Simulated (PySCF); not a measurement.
**Yb2OCl2 at several levels of theory**

Computed with PySCF 2.14.0 (density fitting, no spin-orbit coupling) at the geometry relaxed with r2SCAN:

```xyz
5
Yb2OCl2 (singlet in the valence; each metal's 4f electrons, 14 of them, lie in its core potential, out of spins and levels)
Yb    0.0000    0.0000    2.1383
Yb    0.0000    0.0000   -2.1383
O     0.0000    0.0000    0.0000
Cl    0.0000    0.0000    4.7721
Cl    0.0000    0.0000   -4.7721
```

| level | basis | state | HOMO (eV) | gap (eV) | charge on Yb1 (e) | population of f-type functions on Yb1 (polarisation alone where 4f lies in the core) | dipole about the centre of mass (D) | largest force component (eV/Å) |
| --- | --- | --- | --- | --- | --- | --- | --- | --- |
| r2SCAN | Yb lcecp-0-SVP with ECP60, O def2-SVP, Cl def2-SVP | singlet | – | – | 0.80 | 0.01 | 0.00 | 0.01 |
| B3LYP | the same | singlet | – | – | 0.75 | 0.01 | 0.00 | 0.04 |
| TPSSh | the same | singlet | – | – | 0.79 | 0.01 | 0.00 | 0.01 |
| CAM-B3LYP | the same | singlet | – | – | 0.77 | 0.01 | 0.00 | 0.08 |
| r2SCAN | Yb lcecp-0-TZVP with ECP60, O def2-TZVP, Cl def2-TZVP | singlet | – | – | 1.17 | 0.02 | 0.00 | 0.11 |

In the lcecp rows the 4f levels are missing from HOMO and gap, and the state counts the valence alone.

Charges are Mulliken's, which hang on the basis. The relaxation used the grid (50, 194), these runs (75, 302) or, all-electron (x2c bases, spin-free X2C Hamiltonian), (99, 590).

**Question.** What does wB97X with Yb lcecp-0-SVP with ECP60, O def2-SVP, Cl def2-SVP give here?

**Answer.** state singlet, charge on Yb1 (e) 0.82, population of f-type functions on Yb1 (polarisation alone where 4f lies in the core) 0.01, dipole about the centre of mass (D) 0.00, largest force component (eV/Å) 0.08. Time: 11 s on 2 threads of Arm Neoverse V1, on a shared host, from an already converged density.

No frequency check is given that shows the relaxed geometry to be a minimum. An lcecp potential fixes the number of 4f electrons, so in runs with it no electron can move into or out of that shell.
